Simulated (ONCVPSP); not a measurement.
# PBEsol ONCV dataset for Au, scalar-relativistic all-electron reference.

```
Element                 : Au
Generator               : ONCVPSP 4.0.1
Type                    : optimised norm-conserving Vanderbilt (ONCV)
Functional              : PBEsol
Relativity              : scalar-relativistic
Frozen core             : [Kr] 4d10
Valence charge          : 33
Reference configuration : 4f14 5s2 5p6 5d10 6s1
Partial waves           : 5s+6s: rc 1.40 bohr, ncon 4, nbas 9, qcut 7.4 1/bohr, 2 projectors; 5p: rc 1.40 bohr, ncon 4, nbas 9, qcut 9.7 1/bohr, 2 projectors, debl 3.1 Ha; 5d: rc 1.75 bohr, ncon 4, nbas 9, qcut 10.2 1/bohr, 2 projectors, debl 3.5 Ha; 4f: rc 0.65 bohr, ncon 3, nbas 7, qcut 25.4 1/bohr, 1 projector
Local potential         : polynomial inside 0.60 bohr (lpopt 5, dvloc0 -1 Ha)
Core correction         : none
```

What the tests gave:

- Cutoffs needed: 283 Ha and 306 Ha (the cutoffs (Ha) at which the residual kinetic energy of the hardest occupied pseudo-wave falls to 1 and 0.1 mHa per electron)
- Ghost test: ghosts flagged at negative energy: s at -756.7 eV, p at -208.1 eV; GHOST(+) flagged for d at 220.9 eV; a true bound ghost makes a file unfit for plane-wave use
- Largest excitation error: -250 meV (all-electron minus pseudo) for 4f14 5s1 5p6 5d10 6s1, out of 4 test configurations

Generation and tests took about 3.7 s on one core of a shared server CPU.
